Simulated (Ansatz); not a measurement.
Ideal-gas functions of C$_{2}$H$_{5}$BrSn (`C[CH2][Sn][Br]`) at 800 K and 1 bar, from an Ansatz frequency run at PBE0-D4/def2-TZVP.

Molar mass 227.68 g/mol, point group C1 (symmetry number 1), electronic degeneracy 1, moments of inertia 179.98, 361.386, 519.491 u Å². Harmonic wavenumbers (cm⁻¹, unscaled): 31, 110, 168, 228, 246, 457, 629, 920, 954, 1023, 1198, 1250, 1402, 1437, 1491, 1499, 3031, 3033, 3081, 3092, 3120.

Use S(trans) = R[1.5 ln M + 2.5 ln T − 1.1517]; rotational temperatures θ = 24.2544 K / I; S(rot) = R[ln(√π/σ · √(T³/θAθBθC)) + 1.5]; for each mode x = 1.438777 ν̃/T, S = R[x/(eˣ − 1) − ln(1 − e⁻ˣ)] and H = RT x/(eˣ − 1); 1 cm⁻¹ = 0.0119627 kJ/mol; R = 8.31446 J/(mol·K).

**Question.** By hand: the entropy, in J/(mol·K).

**Answer.** Translation 197.1. Rotation: θ = 0.1348, 0.0671, 0.0467 K, giving 132.9. Vibration, mode by mode: 32.32, 21.80, 18.30, 15.78, 15.16, 10.18, 7.72, 5.02, 4.78, 4.33, 3.37, 3.13, 2.53, 2.41, 2.23, 2.20, 0.23, 0.23, 0.21, 0.21, 0.20, in all 152.3. Electronic 0.0. Sum 482.3 J/(mol·K).

**Question.** By hand: H − E and G − E in kJ/mol, counted from the electronic energy.

**Answer.** Zero-point energy ½ × 28400 × 0.0119627 = 169.9; thermal vibration 54.0; translation, rotation and pV give 4 RT = 26.6. H − E = 250.5 kJ/mol, and G − E = 250.5 − 800 × 482.3/1000 = -135.3 kJ/mol.

Vibration gives 32 % of the entropy, 54.1 J/(mol·K) of it from the modes under 150 cm⁻¹: soft modes count most, and the harmonic formula is weakest for them. The sum counts one conformer and one mirror image; others add a mixing term.
